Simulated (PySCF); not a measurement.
AlH3. Atoms are numbered in the order given.

```xyz
4

Al     0.0000     0.0000     0.0000
H      1.5827     0.0000     0.0000
H     -0.7913     1.3707     0.0000
H     -0.7913    -1.3707     0.0000
```
Charge 0, spin multiplicity 1.

Geometry optimised at ωB97X-D3(BJ)/def2-TZVPD. The isomer is the one that the SMILES or the coordinates give; other isomers of the formula were not compared.

These are PBE/def2-TZVPD run with PySCF values and carry that method's errors.

Symmetry labels are those of the subgroup C2v that the program uses (full group D3h).

Computed valence orbital energies around the gap with their symmetry:
| orbital | symmetry | energy (eV) |
|---|---|---|
| HOMO−7 | A1 | -1506.73 |
| HOMO−6 | A1 | -107.01 |
| HOMO−5 | B2 | -69.17 |
| HOMO−4 | B1 | -68.86 |
| HOMO−3 | A1 | -68.86 |
| HOMO−2 | A1 | -10.29 |
| HOMO−1 | B1 | -7.31 |
| HOMO | A1 | -7.31 |
| LUMO | B2 | -2.53 |
| LUMO+1 | A1 | -0.02 |
| LUMO+2 | A1 | 0.24 |
| LUMO+3 | A1 | 0.51 |
